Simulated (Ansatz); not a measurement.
Cartesian coordinates (Å):
```xyz
6

Ta    -0.0145    -0.0009    -0.0021
Cl    -1.5216     0.8014     1.5327
Cl    -0.9036    -0.9565    -1.8908
F      0.1067     1.6924    -0.8498
F      1.8343     0.1173     0.2709
F      0.0677    -1.6813     0.8755
```
Charge 0, multiplicity 1.

Level of theory: frozen-core CCSD(T)/def2-TZVPP // PBE-D3(BJ)/def2-SVP run with Ansatz (a quantum-chemistry and plane-wave program).

| Quantity | Value |
|---|---|
| HF energy | -1274.20555 Ha |
| MP2 correlation energy | -1.53214 Ha |

Estimate the CCSD correlation energy, the (T) correction, the total energy and the T1 diagnostic.


```yaml
CCSD correlation energy: -1.53577 Ha
"(T) correction": -0.06554 Ha
CCSD(T) total energy: -1275.80686 Ha
T1 diagnostic: 0.019
```
